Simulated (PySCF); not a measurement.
# Correlation energy of Li (lithium, neutral)

[He] 3d1, 2D determinant (an excited configuration). All numbers are calculated (PySCF 2.14, scalar relativity by spin-free X2C-1e, in aug-cc-pCVTZ-DK with one added diffuse shell each of s, p, d, f type (8s7p5d3f, 75 functions)). Frozen: nothing; 3 electrons correlated.

```tsv
level	correlation energy (mhartree)
CCSD	-40.26
(T)	0.00
CCSD(T)	-40.26
```

Diagnostics: T1 = 0.00060, D1 = 0.0012, largest double amplitude 0.018.

The outer electron is Rydberg-like, and this basis confines it to a smaller radius and binds it less than a complete one would.

Cost of the coupled-cluster step: roughly 8 core-seconds, for 3 correlated electrons.
